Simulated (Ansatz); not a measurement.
Two isomers of CH6BNS: A = `CB(N)S`, B = `BSCN`.

Program: Ansatz. Geometries: PBE0-D4/def2-TZVP. ΔE: electronic, gas phase. CBS: MP2 limit from def2 TZ/QZ plus the TZ coupled-cluster correction, frozen cores. Functionals use def2-TZVPP. B3LYP here is the variant with VWN-RPA as its local correlation; programs differ in this. One conformer a species, not always the lowest.

(1) Which is lower in electronic energy at CCSD(T)/CBS, and by how much? (Best estimate.)

(2) Give E(B) − E(A) in kcal/mol with B3LYP, MP2/def2-TZVPP, BLYP-D4, ωB97M-V, PBE-D4, r2SCAN-D4, CCSD(T)/def2-TZVPP. (Best estimate.)

(3) Does the order hold for the free energy at 298.15 K (harmonic terms from PBE0-D4)? (Estimate.)

Largest T1 diagnostic: 0.013.

Results:

(1) Computed: A, by 56.4 kcal/mol.

(2) Computed: B3LYP 56.3, MP2/def2-TZVPP 57.5, BLYP-D4 55.0, ωB97M-V 57.0, PBE-D4 55.3, r2SCAN-D4 57.5, CCSD(T)/def2-TZVPP 56.4. None reverses the order clearly.

(3) The calculation gave: Yes: G(B) − G(A) = +56.5 kcal/mol, for one conformer each. Modes under 60 cm⁻¹, often nearly free rotors, make the harmonic entropy too high.

Leaving LDA and LC-ωPBE aside and taking each functional with its dispersion term where it has one, the values, not all of them listed here, spread over 4.2 kcal/mol, from revPBE-D4 to B97M-V. LDA lies +2.4 kcal/mol from PBE without D4. From PBE to PBE0 (25 % exact exchange), in def2-TZVPP and without D4, E(B) − E(A) moves by +1.2 kcal/mol.
